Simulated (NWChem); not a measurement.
System: C₂H₆F₂Si; SMILES FC[SiH2]CF

Here is an NWChem input.

```
start job
memory heap 200 mb stack 900 mb global 1100 mb
geometry units angstroms noautoz
  F      1.847576     0.361746    -0.944784
  C      1.370869    -0.674816    -0.161876
  Si     0.000000     0.000000     0.964384
  C     -1.370869     0.674816    -0.161876
  F     -1.847576    -0.361746    -0.944784
  H      0.967007    -1.464529    -0.820122
  H      2.207709    -1.113234     0.409695
  H     -0.529408    -1.105876     1.818296
  H      0.529408     1.105876     1.818296
  H     -2.207709     1.113234     0.409695
  H     -0.967007     1.464529    -0.820122
end
basis spherical
  * library def2-tzvp
end
dft
  xc becke88 lyp
  iterations 150
  semidirect filesize 400000000
  mulliken
end
task dft energy
```

Structure relaxed at the PBE0/def2-SVP level.

Problem. Predict the main results of this run. (BLYP/def2-TZVP.) Quantities: energy (Ha); highest occupied level (eV); orbital gap (eV); dipole (D).

Solution. The energy (Ha) comes out as -569.04 and the highest occupied level (eV) comes out as -6.92. The orbital gap (eV) comes out as 6.70 and the dipole (D) comes out as 1.36.
